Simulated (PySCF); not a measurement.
# Dipole response of Pb(81+) (lead, charge +81)

1s1, 2S determinant. Computed with PySCF 2.14 in an uncontracted even-tempered set (14 s from 270 bohr⁻², ratio 2.5; 6 p from 400 bohr⁻², ratio 2.7; 3 d from 1200 bohr⁻², ratio 2.7; 3 f from 1800 bohr⁻², ratio 2.7), with scalar relativity by spin-free X2C-1e. Coupled (time-dependent) response in atomic units; α is the mean over directions.

```csv
method,mean α (bohr³),C₆ (like pair),S(−4)
UHF,6.439e-08,9.955e-12,6.710e-15
```

S(−4) is the Cauchy moment in α(ω) = α(0) + S(−4) ω² + …

α(iu) at UHF:

```tsv
u (hartree)	α(iu) (bohr³)
0	6.439e-08
300	6.380e-08
600	6.207e-08
1200	5.608e-08
1800	4.843e-08
2400	4.081e-08
3000	3.407e-08
4500	2.191e-08
6000	1.476e-08
9000	7.735e-09
15000	3.103e-09
```

A single London oscillator, α(iu) = α/(1 + u²/ω²), gives C₆ = (3/4) ω α². Matching the computed C₆ needs ω = 4 × 9.955e-12 / (3 × 6.439e-08²) = 3200 hartree.

For a non-relativistic one-electron ion the exact value is 9/(2Z⁴) = 9.953e-08 bohr³; Hartree-Fock is exact here up to the basis and relativity.

For an ion, C₆ is the dispersion term alone; charge-induced terms of lower order in 1/R come first.
